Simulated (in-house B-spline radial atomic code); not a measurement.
Configurations of Cd³⁺, with energies counted from [Kr] 4d9. Method: scalar-relativistic (X2C) r2SCAN0, spin-polarised, spherical fractional occupations, exact exchange averaged over the configuration, Fermi nucleus of rms radius 4.6087 fm. Calculated with an all-electron radial atomic-structure program (B-spline basis). Shells without spins written out take the highest spin.

Occupations are held fixed; configurations that lie above the ionisation limit could autoionise.

```csv
configuration,E - E(ref) (eV),highest orbital,its <r> (bohr)
[Kr] 4d8 5s1,14.214,5s up,2.212
[Kr] 4d8 5p1,22.967,5p up,2.585
[Ar] 3d10 4s2 4p5 4d9 5s1,74.317,5s up,2.204
[Ar] 3d10 4s2 4p5 4d9 5d1,93.937,5d up,3.54
[Ar] 3d10 4s2 4p5 4d9 4f1,98.749,4f up,3.66
```

Problem. Order these further configurations by energy, lowest first.
A. [Ar] 3d10 4s2 4p5 4d9 5f1
B. [Kr] 4d8 5f1
C. [Kr] 4d8 5d1
D. [Kr] 4d8 4f1
E. [Ar] 3d10 4s2 4p5 4d9 5p1

Solution. C (33.758 eV), D (38.538 eV), B (43.45 eV), E (83.108 eV), A (103.66 eV).
